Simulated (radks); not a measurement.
Task: These are the eigenvalues of the occupied orbitals of an atom or ion with whole-number occupations (Ry). Method: Dirac Kohn-Sham, PBE, spin-unpolarised, spherical densities, finite nucleus; Fermi nuclear charge, rms radius of each element as measured or else 0.836 A^(1/3) + 0.57 fm; computed with a radial shooting solver on a logarithmic mesh with Libxc functionals.

orbital  eigenvalue
1s1/2     -6100.095
2s1/2     -1080.317
2p1/2     -1036.838
2p3/2     -893.6948
3s1/2     -256.3364
3p1/2     -236.6746
3p3/2     -204.9687
3d3/2     -172.2951
3d5/2     -165.5009
4s1/2     -56.35444
4p1/2     -47.90945
4p3/2     -40.25413
4d3/2     -26.42321
4d5/2     -24.99582
5s1/2      -8.65789
4f5/2      -7.20002
4f7/2      -6.89187
5p1/2      -5.87089
5p3/2      -4.52871
5d3/2      -0.80853
5d5/2      -0.67366
6s1/2      -0.50151

Which element is it, and in what charge state? The configuration may be excited. Open shells, if any, are shared by 2j + 1.

Result: Z = 80, mercury, charge 0: Hg in [Hg]. The list shows which subshells hold electrons but not how many an open one holds; the 1s level, -3050 hartree, gives Z - s = 78.1 by -(Z - s)^2/2, which with screening and relativity narrows Z to a few neighbours, and the depths of the outer levels then fix element, charge and occupations together.
